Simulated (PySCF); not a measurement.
H7N3Si, SMILES N[SiH](N)N.

Geometry: PBE0-D3(BJ)/def2-SVP. Other conformers were not sampled.

Two levels are set side by side: PBE/def2-TZVP (PySCF) and CAM-B3LYP/def2-TZVP (PySCF). Same geometry, gas phase. Differences are taken from unrounded values.

```json
[
 {"quantity": "orbital gap (eV)", "CAM-B3LYP": "10.10"},
 {"quantity": "highest occupied level (eV)", "CAM-B3LYP": "-8.29"},
 {"quantity": "lowest empty level (eV)", "CAM-B3LYP": "1.81"},
 {"quantity": "dipole moment (D)", "CAM-B3LYP": "1.11"},
 {"quantity": "mean polarisability (bohr³)", "CAM-B3LYP": "47.4"}
]
```

**Question.** What does PBE give, and how far is it from CAM-B3LYP? (An estimate is asked for; the answer gives what the named calculation found.)

**Answer.** 
```
quantity                       PBE  PBE minus CAM-B3LYP
---------------------------  -----  -------------------
orbital gap (eV)              5.64                -4.46
highest occupied level (eV)  -5.39                 2.90
lowest empty level (eV)       0.24                -1.57
dipole moment (D)             1.12                 0.02
mean polarisability (bohr³)   50.6                  3.2
```

PBE's occupied levels lie high since its potential decays too fast outside the molecule; exact exchange lowers them and widens the gap. PBE's more diffuse valence density responds more strongly to a field. Differences between two approximate levels are no errors against the true value.

Rough cost on one machine, each run with all the roots and properties that it gave: CAM-B3LYP against PBE within a factor of 2.
